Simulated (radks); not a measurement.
The numbers below are computed, except where a source is named.
Task: Spherical quantum dot in the effective-mass picture: electrons in a parabolic well V = omega^2 r^2 / 2 with omega unknown, all in effective atomic units (hartree* = m*/eps^2 hartree, bohr* = eps/m* bohr), one dielectric constant everywhere. Level of theory: non-relativistic Kohn-Sham, LDA (Slater exchange, Perdew-Wang correlation), spin-polarised, spherical densities (a radial shooting solver with Libxc functionals). Levels are named by radial order and angular momentum (1s, 1p, 1d, 2s, ...), and open shells are averaged over m. Each electron was tried in the lowest free levels, single moves between levels near the top were tried too, and the lowest total energy was kept; such a search can miss a lower state. The values of mu = E(N) - E(N-1) (hartree*) for N = 2 to 12 are 0.30640, 0.48870, 0.60150, 0.71058, 0.83306, 0.92870, 1.0222, 1.1469, 1.2315, 1.3145, 1.3957. Estimate omega.

Result: omega = 0.0839 (effective atomic units). The first electron has mu near 1.5 omega without a central charge, and each new shell adds about omega plus the charging energy.
